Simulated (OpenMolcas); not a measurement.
# Pt I: effect of the active space

```yaml
Program: OpenMolcas
Method: CASSCF or its RAS form
Basis: ANO-RCC-VDZP
Scalar_Hamiltonian: DKH2, point nucleus
Spin-orbit_coupling: state interaction with AMFI integrals over the reference wave functions, term energies averaged over their components
```

A. 10 electrons in 6 orbitals (5d 6s); 2S+1 = 3 even, 15 roots; 2S+1 = 1 even, 20 roots; cost of the order of 15 core-seconds
B. 10 electrons in 9 orbitals (RAS2 5d 6s; RAS3 6p, at most 2 electrons); 2S+1 = 3 even, 15 roots; 2S+1 = 1 even, 20 roots kept (CI in the orbitals of an earlier block); 2S+1 = 3 odd, 3 roots (0 in the spin-orbit step); 2S+1 = 5 odd, 5 roots kept (CI in the orbitals of an earlier block, 0 in the spin-orbit step); cost roughly 100 core-seconds

Energies in cm⁻¹ above 5d⁹ 6s ³D₃, the measured ground level; measured values from NIST Handbook of Basic Atomic Spectroscopic Data.

| Level | A | B | Measured |
| --- | --- | --- | --- |
| 5d⁸ 6s² ³F₄ | -645 | -5878 | 824 |
| 5d⁹ 6s ³D₃ | 0.0 | 0.0 | 0.0 |
| 5d⁸ 6s² ³F₃ | 8664 | 3386 | 10117 |
| 5d⁹ 6s ³D₁ | 10666 | 10558 | 10132 |
| 5d⁸ 6s² ³P₀ [50 %] | 19647 | 15929 |  |
| 5d⁸ 6s² ³P₁ | 20783 | 15325 | 18567 |
| 5d⁸ 6s² ¹G₄ | 23583 | 18108 | 21967 |

A puts 5d⁸ 6s² ³F₄ lowest. B puts 5d⁸ 6s² ³F₄ lowest.

Deviations, from unrounded energies. A percentage is the sum of absolute deviations over the sum of measured energies, with the sign that they share, or ± where signs differ.

```tsv
Against measurement	Levels	A	B
mean absolute deviation (cm-1)	5	1500	4200
fine structure of the ground term (%)	1	+5.3	+4.2
other configurations (%)	4	±13.1	-39.9
```

A lies closest to measurement on these levels. The largest miss of A in the table is 5d⁸ 6s² ³P₁, by +2200 cm-1. The ranking rests on the paired levels alone, and a cruder setting can come out closer through cancelling errors.

Between A and B the level of the table that moves most is 5d⁸ 6s² ¹G₄, by 5500 cm-1 (lowest in B, highest in A).

Without dynamic correlation excited terms often stand tens of per cent too high (terms of higher spin than the ground term too low), and those without a measured partner can miss by more than the paired ones. The lowest computed level is not the ground level that NIST lists (3D3). Configurations are named by rounded mean occupations; where the s occupation lies near a half they are strongly mixed, a name can repeat and a true partner stay unpaired. A single d shell beside an s shell can misplace configurations of different d count against each other. The lowest spin-free term belongs to 5d⁹ 6s, not to the configuration of the lowest level (holds for A). Some high roots are left out of the spin-orbit mixing, which shifts the levels that they would mix with (holds for B). Terms from blocks run as CI alone lack orbitals of their own (holds for B). No level of 5d⁸ 6s 6p was computed, though it lies in the active space (holds for B). Measured partners are found by configuration, term and J. A level has none where our copy of the source lacks it or the pairing is in doubt (some pairs that miss far off the trend of their configuration count as doubtful), and it then counts in no deviation. Only configurations of the active space appear. The table leaves out levels that lie high or whose names do not pair safely across all columns.

A share in square brackets marks a mixed level and gives the weight of the term that names it, the lowest over the columns.
